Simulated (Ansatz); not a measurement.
CH4AlFO, SMILES `C[O][AlH][F]`, relaxed with RKS PBE0-D4/def2-TZVP in Ansatz 0.2.0 from a PBE-D4/def2-SVP geometry. The force threshold is 0.005 eV/Å; the program also tests the step.

Charge 0, multiplicity 1.

Start:

```xyz
8

C    -1.124   -0.216   -0.625
O    -0.280   -0.122    0.491
Al    1.332    0.242    0.882
F     2.428    0.644   -0.324
H    -2.030    0.416   -0.480
H    -0.634    0.105   -1.574
H    -1.473   -1.265   -0.764
H     1.780    0.197    2.393
```

**Question.** By how much does the energy fall, and how many steps does the optimiser take? (An estimate is asked.)

**Answer.** Ansatz gave: 0.05 eV, in 10 steps, 1 of them rejected.

**Question.** Which bonds change most? (Best estimate.)

**Answer.** Computed: Al3–F4 from 1.679 to 1.649 Å; O2–Al3 from 1.699 to 1.670 Å; C1–H7 from 1.114 to 1.094 Å; C1–H6 from 1.115 to 1.096 Å.

**Question.** Give the relaxed structure. (Estimate.)

**Answer.** Computed: 
```xyz
8

C    -1.107   -0.220   -0.624
O    -0.286   -0.148    0.506
Al    1.297    0.238    0.876
F     2.335    0.691   -0.322
H    -1.962    0.453   -0.507
H    -0.578    0.053   -1.543
H    -1.493   -1.238   -0.740
H     1.796    0.171    2.355
```
